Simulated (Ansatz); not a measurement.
The multiplicity is imposed and other spin states were not computed.

All values below come from frozen-core CCSD(T)/def2-TZVPP // TPSS-D3(BJ)/def2-SVP run with Ansatz (a program for electronic structure).

Ansatz 0.2 input:
```yaml
crystal:
  periodic: [false, false, false]
  atoms:
    - { symbol: Cu, position_ang: [0.016621, -0.050228, -0.019806] }
    - { symbol: C, position_ang: [-1.991153, -0.041255, 0.010948] }
    - { symbol: C, position_ang: [-1.502892, -1.226536, 0.562755] }
    - { symbol: H, position_ang: [-2.297758, 0.796889, 0.65072] }
    - { symbol: H, position_ang: [-2.33815, -0.001624, -1.030027] }
    - { symbol: H, position_ang: [-1.453497, -2.149406, -0.030092] }
    - { symbol: H, position_ang: [-1.413439, -1.349993, 1.65022] }
    - { symbol: O, position_ang: [1.676108, 0.548095, -0.204601] }
    - { symbol: H, position_ang: [2.053344, 0.301453, -1.069044] }
basis:
  gaussian: { orbitals: def2-TZVPP }
correlation:
  method: ccsd_t
```

Output:

```
Functional definition: HF
1415 factors; integrals over basis functions are off by at most 1.1e-3 eV
mean field evaluation 1: about -48767.8464 eV, gradient 7.2e1 eV
mean field evaluation 2: about -48768.0349 eV, gradient 7.2e1 eV
mean field evaluation 4: about -48775.1519 eV, gradient 1.4e1 eV
mean field evaluation 8: about -48775.4943 eV, gradient 9.0e-1 eV
mean field evaluation 16: about -48775.4983 eV, gradient 6.5e-6 eV
mean field -48775.49834644 eV, -1792.4665030115 hartree, gradient 6.5e-6 eV, S^2 0.000000; 0 other end points of the search recorded, 0 dependent functions left out
8 core orbitals not correlated
reference -48775.49834644 eV, -1792.4665030115 hartree; 19, 19 occupied and 200, 200 virtual orbitals, 1415 factors
second order -41.25694911 eV of doubles, -0.00000000 eV of singles
cycle   1  -34.92839358 eV  change     6.3e0 eV  update   3.4e-1
cycle   2  -37.42672067 eV  change    -2.5e0 eV  update   3.4e-1
cycle   3  -38.02062303 eV  change   -5.9e-1 eV  update   7.2e-2
cycle   4  -38.07759076 eV  change   -5.7e-2 eV  update   4.3e-2
cycle   5  -37.99588635 eV  change    8.2e-2 eV  update   2.0e-2
cycle   6  -37.98763196 eV  change    8.3e-3 eV  update   8.1e-3
cycle   7  -37.99754274 eV  change   -9.9e-3 eV  update   4.6e-3
cycle   8  -37.99482147 eV  change    2.7e-3 eV  update   2.2e-3
cycle   9  -37.99198670 eV  change    2.8e-3 eV  update   9.0e-4
cycle  10  -37.99357746 eV  change   -1.6e-3 eV  update   6.5e-4
cycle  11  -37.99482831 eV  change   -1.3e-3 eV  update   2.9e-4
cycle  12  -37.99438150 eV  change    4.5e-4 eV  update   1.7e-4
cycle  13  -37.99399554 eV  change    3.9e-4 eV  update   8.6e-5
cycle  14  -37.99416612 eV  change   -1.7e-4 eV  update   3.2e-5
cycle  15  -37.99411209 eV  change    5.4e-5 eV  update   1.7e-5
cycle  16  -37.99406752 eV  change    4.5e-5 eV  update   6.9e-6
perturbative correction -1.55233427 eV, -0.0570472323 hartree
Total energy: -48815.04474824 eV, -1793.9198064720 hartree
```

Cost: about 8 core-minutes (a rough figure).
